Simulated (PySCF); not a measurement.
Species: C5H12P2S.
Cartesian coordinates in Å at the PBE0-D3(BJ)/def2-SVP level; atoms count from 1:
```xyz
20
C5H12P2S angstrom
C      2.663    0.334   -0.653
P      0.911    0.007   -1.132
C      0.501   -1.346    0.082
C     -1.001   -1.612    0.156
P     -1.975   -0.210    0.823
S     -3.893   -0.490    0.946
C     -1.438    1.231   -0.176
C      0.076    1.413   -0.240
H      3.023    1.231   -1.180
H      3.292   -0.512   -0.970
H      2.786    0.484    0.432
H      0.901   -1.095    1.082
H      1.023   -2.259   -0.249
H     -1.239   -2.476    0.796
H     -1.431   -1.827   -0.836
H     -1.291    0.039    2.054
H     -1.878    1.078   -1.176
H     -1.945    2.107    0.261
H      0.314    2.341   -0.786
H      0.498    1.524    0.775
```

Computed with PySCF at PBE0/pcSseg-1, non-relativistic, on one gas-phase PBE0-D3(BJ)/def2-SVP geometry that isn't relaxed in the solvent. The solvent is an IEF-PCM continuum (cavity from Bondi-type radii × 1.2). Specific hydrogen bonds and non-electrostatic terms are outside this model.

Gas phase at PBE0/pcSseg-1: HOMO -6.47 eV, LUMO 0.39 eV, dipole 5.38 D.

Question: What does the continuum do to the energy, the frontier levels and the dipole at PBE0/pcSseg-1 in methanol and acetonitrile?

Answer: 
```
     solvent      ε  E(solvent) − E(gas) (kJ/mol)  polarisation term (kJ/mol)  distortion of the solute (kJ/mol)  HOMO (eV)  LUMO (eV)  dipole (D)
    methanol  32.61                        -43.60                      -56.02                              12.42      -6.69       0.73        7.56
acetonitrile  35.69                        -43.81                      -56.36                              12.55      -6.69       0.73        7.57
```

The first energy column is the sum of the next two and covers electrostatics alone. From methanol to acetonitrile the lowering changes by a factor 1.00, Onsager's factor (ε − 1)/(2ε + 1) by 1.00 and ε itself by 1.1.

Question: Which radius a makes the point-dipole formula ΔE = −[(ε − 1)/(2ε + 1)]·μ²/a³ give the value in acetonitrile, with the gas-phase dipole?

Answer: μ = 2.116 au and |ΔE| = 0.01669 Eh give a = 2.67 Å; the farthest nucleus lies 4.03 Å from the centroid of the nuclei, so such a sphere wouldn't even hold the nuclei. The formula assumes a rigid point dipole at the centre of a sphere.

Question: Give the dipole vector in the frame of the coordinates (D, pointing from negative to positive charge), gas and acetonitrile.

Answer: Gas (5.31, 0.82, 0.00), solvent (7.47, 1.20, 0.44). Its length changes by +41 % and its direction by 3°.

Question: Which Mulliken charges (PBE0/pcSseg-1) respond most in acetonitrile (means over atoms taken as equivalent)?

Answer: 
```tsv
atoms	environment	gas (e)	solvent (e)	change
S6	sulfur bonded to P	-0.393	-0.558	-0.165
P5	phosphorus bonded to 2 C, S and H	+0.411	+0.481	+0.070
P2	phosphine phosphorus	+0.316	+0.260	-0.056
H16	P–H hydrogen	+0.066	+0.106	+0.040
H12/H20	methylene hydrogen	+0.143	+0.164	+0.021
H13/H19	methylene hydrogen	+0.167	+0.178	+0.011
H9/H10/H11	methyl hydrogen	+0.148	+0.156	+0.008
H14/H18	methylene hydrogen	+0.180	+0.188	+0.008
```

Question: Which Mayer bond orders change most in acetonitrile?

Answer: 
```tsv
bond	length (Å)	gas	solvent	change
P5–S6	1.942	1.670	1.519	-0.151
C4–P5	1.833	0.888	0.913	+0.025
P5–C7	1.833	0.888	0.913	+0.025
P5–H16	1.430	0.861	0.873	+0.012
C1–P2	1.845	0.987	0.998	+0.011
C3–C4	1.527	1.011	1.019	+0.008
C7–C8	1.527	1.011	1.019	+0.008
C4–H14	1.102	0.934	0.928	-0.006
```

Question: How do the nuclear quadrupole coupling constants eQVzz/h respond in acetonitrile?

Answer: 
```csv
nucleus,Q (barn),gas (MHz),solvent (MHz),η gas,η solvent
33S at S6,-0.06781,-38.12,-36.37,0.01,0.00
```

On Arm Neoverse V1, one thread (shared host), this took 40 s wall and 1.2 GiB of memory at its peak. This is the whole shielding run at PBE0/pcSseg-1 in acetonitrile, SCF included.
